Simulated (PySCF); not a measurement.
AsF₂, SMILES F[As]F, multiplicity 2. Geometry optimised at PBE-D3(BJ)/def2-TZVP. The isomer is the one that the SMILES or the coordinates give; other isomers of the formula were not compared.

Question: Give the equilibrium geometry at PBE-D3(BJ)/def2-TZVP (PySCF confirms it by a frequency run) as Cartesian coordinates in Å, and its point group. (The exact figures need the calculation; the answer reports its results.)

Answer: point group C2v.
```xyz
3

F      0.0000    -1.3202     0.7521
As     0.0000     0.0000    -0.4103
F      0.0000     1.3202     0.7521
```
Charge 0, spin multiplicity 2.
